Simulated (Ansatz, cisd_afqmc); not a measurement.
Species: KCl, charge 1, doublet. KCl+ (parent SMILES [Cl][K], doublet).
B3LYP-D3(BJ)/def2-TZVP minimum from Ansatz (a first-principles code):
```xyz
2

K      0.0000     0.0000    -1.5699
Cl     0.0000     0.0000     1.7546
```
Charge +1, spin multiplicity 2.

Total energies in def2-SVP, 7 correlated electrons, 14 frozen orbitals. Open shells are spin-unrestricted; no spin-orbit coupling. Cores are frozen in correlated methods (noble-gas shells, and filled d and f shells in the p block). No relativity. AFQMC/CISD: phaseless, guided by CISD from CCSD amplitudes; bars are statistical, one sigma. Outlying blocks are dropped, and bars are widened where a walk drifts. Over all cases where full CI ran beside it in this data, AFQMC minus full CI had a median of +0.1 mEh and passed +0.4 mEh in a tenth of the cases. The spin of ClK+ (parent SMILES [Cl][K], doublet) was assumed, and the state is the lowest solution found for it.

The bar of a AFQMC/CISD walk is widened from 0.07 to 0.10 mEh, since its error had not levelled off in the blocking analysis, or few joins of blocks were possible.

```
method         program          energy (Eh)  minus CCSDTQ (mEh)
----------  ----------  -------------------  ------------------
HF              Ansatz          -1058.25885              128.38
MP2             Ansatz          -1058.36893               18.29
CCSD            Ansatz          -1058.38572                1.51
CCSD(T)         Ansatz          -1058.38688                0.34
CCSDT(Q)        Ansatz          -1058.38721                0.01
CCSDTQ          Ansatz          -1058.38723                0.00
AFQMC/CISD  cisd_afqmc  -1058.3870 ± 0.0001           0.2 ± 0.1
```

Rough core times of Ansatz's runs on a shared machine: CCSD(T) under 20 s, CCSDT(Q) 20 s, CCSDTQ 3 min.
